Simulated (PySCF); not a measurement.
# Radial density of Cd(3+) (cadmium, charge +3)

UHF, [Kr] 4d9, 2D determinant. Computed with PySCF 2.14 in def2-TZVP with the def2 core potential (28 electrons) (6s4p3d1f, 40 functions), with scalar relativity through the core potential. This is the valence pseudo-density: the core potential removes the inner electrons and smooths the orbitals near the nucleus.

```json
{"r (bohr)": "0.0290", "4πr²ρ (e/bohr)": "1.268e-05", "4πr²(ρα − ρβ)": "0.0000"}
{"r (bohr)": "0.0489", "4πr²ρ (e/bohr)": "5.305e-05", "4πr²(ρα − ρβ)": "0.0000"}
{"r (bohr)": "0.0822", "4πr²ρ (e/bohr)": "0.0003751", "4πr²(ρα − ρβ)": "0.0000"}
{"r (bohr)": "0.138", "4πr²ρ (e/bohr)": "0.004421", "4πr²(ρα − ρβ)": "0.0003"}
{"r (bohr)": "0.232", "4πr²ρ (e/bohr)": "0.06941", "4πr²(ρα − ρβ)": "0.0053"}
{"r (bohr)": "0.391", "4πr²ρ (e/bohr)": "1.526", "4πr²(ρα − ρβ)": "0.0825"}
{"r (bohr)": "0.658", "4πr²ρ (e/bohr)": "14.72", "4πr²(ρα − ρβ)": "0.6510"}
{"r (bohr)": "1.11", "4πr²ρ (e/bohr)": "15.67", "4πr²(ρα − ρβ)": "0.9441"}
{"r (bohr)": "1.86", "4πr²ρ (e/bohr)": "2.570", "4πr²(ρα − ρβ)": "0.2145"}
{"r (bohr)": "3.13", "4πr²ρ (e/bohr)": "0.06863", "4πr²(ρα − ρβ)": "0.0041"}
{"r (bohr)": "5.26", "4πr²ρ (e/bohr)": "0.0002065", "4πr²(ρα − ρβ)": "0.0000"}
```

Energies and moments cover only the electrons outside the core potential.
